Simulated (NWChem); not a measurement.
Correlation energy of CH$_{3}$BO

SMILES: B.[C-]#[O+]
```xyz
6

B      1.2813     0.3800     0.0000
H      1.7441    -0.0986     1.0226
H      1.7441    -0.0986    -1.0226
H      1.2403     1.5995     0.0000
O     -1.2605    -0.3738     0.0000
C     -0.1752    -0.0520     0.0000
```
Charge 0, spin multiplicity 1.

Program: NWChem. All single points use one geometry, from PBE0/def2-SVP, a minimum by its harmonic frequencies.

Basis set: STO-3G. Each correlation energy counts from its own Hartree-Fock reference.

| method | correlation energy (mHa) | difference from CCSD(T) |
|---|---|---|
| MP2 | -180.6 | +26.9 |
| SCS-MP2 | -182.4 | +25.1 |
| CR-CCSD[T] | -207.9 | -0.4 |
| CR-CCSD(T) | -205.9 | +1.6 |
| CCSD | -199.8 | +7.7 |
| CCSD+T(CCSD) | -210.2 | -2.6 |
| CCSD(T) | -207.5 | 0.0 |
| CCSDT | -208.7 | -1.2 |

The values span 29.6 mHa, from CCSD+T(CCSD) (lowest) to MP2 (highest). 

The correlated methods keep 3 core orbitals frozen. The structure started from a generated list of species. Coupled-cluster values serve here as a point of comparison, not as the truth.
